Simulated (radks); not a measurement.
Problem. These are the eigenvalues of the occupied orbitals of an atom or ion with whole-number occupations (Ry). Method: scalar-relativistic Kohn-Sham, PBE, spin-unpolarised, spherical densities, point nucleus; computed with a radial shooting solver on a logarithmic mesh with Libxc functionals.

orbital  eigenvalue
1s        -2425.883
2s        -376.0846
2p        -337.6961
3s        -77.10991
3p        -64.67124
3d        -46.04806
4s        -14.77300
4p        -10.87441
4d         -5.18797
5s         -2.64625
5p         -1.79934

Which element is it, and in what charge state? The configuration may be excited.

Solution. Z = 53, iodine, charge +2: I2+ in [Kr] 4d10 5s2 5p3. The list shows which subshells hold electrons but not how many an open one holds; the 1s level, -1212.9 hartree, gives Z - s = 49.3 by -(Z - s)^2/2, which with screening and relativity narrows Z to a few neighbours, and the depths of the outer levels then fix element, charge and occupations together.
